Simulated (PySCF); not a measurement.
**Correlation energy of F (fluorine, neutral)**

[He] 2s2 2p5, 2P determinant. Calculation: PySCF 2.14, in x2c-TZVPPall with one added diffuse shell each of s, p, d type (6s4p3d1f, 40 functions); scalar relativity by spin-free X2C-1e. Frozen: 1s2; 7 electrons correlated.

| level | correlation energy (mhartree) |
| --- | --- |
| CCSD | -211.75 |
| (T) | -3.84 |
| CCSD(T) | -215.59 |

Diagnostics: T1 = 0.0078, D1 = 0.0129, largest double amplitude 0.030.

**Question.** Is a single reference adequate?

**Answer.** Yes: T1 lies below 0.03 and no double amplitude reaches 0.07.
